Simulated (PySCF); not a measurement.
diglyme (C₆H₁₄O₃), SMILES COCCOCCOC.

The structure is a stationary point at PBE-D3(BJ)/def2-SVP. The values are those of a single conformer.

Calculation: PBE-D3(BJ)/def2-SVP (PySCF).

No scaling factor is applied to the harmonic values.

Problem. List the normal modes with their intensities. (An estimate is asked for; the answer gives what the named calculation found.)

Solution. 
```
mode  ν (cm⁻¹)  IR (km/mol)  moving atoms (share of kinetic energy)
----  --------  -----------  --------------------------------------
1           23          0.3                  H 41 %, C 39 %, O 20 %
2           34          0.9                  C 58 %, H 29 %, O 13 %
3           53          0.1                  C 45 %, O 30 %, H 25 %
4           96          1.1                  H 48 %, C 42 %, O 10 %
5          104          2.0                  C 41 %, H 39 %, O 19 %
6          118          4.1                  H 39 %, C 38 %, O 23 %
7          155          3.1                          C 53 %, H 39 %
8          176          0.4                  H 52 %, C 37 %, O 11 %
9          238          2.7                          H 79 %, O 14 %
10         278          8.4                  O 39 %, C 34 %, H 27 %
11         294         12.8                  O 39 %, C 34 %, H 27 %
12         354          0.2                  O 46 %, C 30 %, H 23 %
13         405          1.1                  C 41 %, H 30 %, O 30 %
14         472          5.6                  C 41 %, O 31 %, H 28 %
15         547          0.7                  O 52 %, C 28 %, H 19 %
16         776          1.6                          H 88 %, C 11 %
17         813          0.3                                  H 92 %
18         953         26.1                  C 58 %, O 23 %, H 20 %
19         967         55.1                  C 59 %, O 27 %, H 14 %
20        1011          0.7                  C 49 %, H 26 %, O 25 %
21        1022          0.2                          C 80 %, H 19 %
22        1065          0.1                          C 63 %, H 36 %
23        1098         27.8                          H 55 %, C 37 %
24        1117          5.5                          H 67 %, C 31 %
25        1132         23.0                          H 71 %, C 21 %
26        1143         76.2                  H 60 %, C 27 %, O 13 %
27        1148        128.9                  H 47 %, C 32 %, O 22 %
28        1161          9.0                  O 34 %, C 33 %, H 33 %
29        1176          5.2                  C 41 %, O 37 %, H 21 %
30        1182         43.6                  H 75 %, C 14 %, O 11 %
31        1188        167.6                  H 49 %, C 30 %, O 22 %
32        1198        148.7                  O 37 %, C 37 %, H 26 %
33        1234         10.7                          H 88 %, C 10 %
34        1241         47.1                   H 76 %, C 15 %, O 8 %
35        1274          2.4                           H 88 %, C 8 %
36        1301          7.7                          H 78 %, C 14 %
37        1306         11.8                          H 78 %, C 19 %
38        1372          0.2                          H 73 %, C 26 %
39        1393          3.5                          H 67 %, C 32 %
40        1402          3.9                                  H 93 %
41        1403          6.7                                  H 97 %
42        1411          0.6                                  H 92 %
43        1415          0.5                          H 85 %, C 14 %
44        1422          1.3                           H 91 %, C 9 %
45        1427          5.3                                  H 93 %
46        1433         13.9                          H 90 %, C 10 %
47        1440         10.7                           H 91 %, C 9 %
48        1457          5.2                           H 91 %, C 9 %
49        1466          2.3                           H 91 %, C 9 %
50        2878         44.5                                  H 96 %
51        2891         70.6                                  H 96 %
52        2893         53.2                                  H 97 %
53        2902         61.6                                  H 95 %
54        2909          9.7                                  H 94 %
55        2918         11.0                           H 91 %, C 9 %
56        2920        118.2                                  H 94 %
57        2940         65.2                          H 90 %, C 10 %
58        2953         59.1                          H 90 %, C 10 %
59        2953         70.1                           H 91 %, C 9 %
60        3008          0.1                           H 91 %, C 9 %
61        3027         60.5                           H 91 %, C 9 %
62        3060         22.8                           H 91 %, C 9 %
63        3061         22.8                           H 91 %, C 9 %
```
